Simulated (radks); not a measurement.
Results of a calculation; reference values are marked as such.
Coulomb parameter of the 4f shell of the samarium ion Sm3+ in the model configuration [Xe] 4f4 5d1, as a second difference U = [E(n + 0.25) + E(n - 0.25) - 2 E(n)] / (0.25)^2 with all orbitals relaxed. "Bare": the charge of the atom changes with n. "Screened": the 5d shell takes up the change at fixed total charge, which measures U(4f,4f) + U(5d,5d) - 2 U(4f,5d). Code: a radial shooting solver on a logarithmic mesh with Libxc functionals. Model: scalar-relativistic Kohn-Sham, BLYP, spin-unpolarised, spherical densities, point nucleus.

| case | configuration | E - E(n) (eV) |
|---|---|---|
| start | [Xe] 4f4 5d1 | 0.000 |
| bare +0.25 | [Xe] 4f4.25 5d1 | -9.214 |
| bare -0.25 | [Xe] 4f3.75 5d1 | 10.416 |
| screened +0.25 | [Xe] 4f4.25 5d0.75 | -3.087 |
| screened -0.25 | [Xe] 4f3.75 5d1.25 | 3.434 |

U(bare) = 19.231 eV, U(screened by 5d) = 5.562 eV, against the Slater integral F0(4f,4f) = 29.416 eV with frozen orbitals.
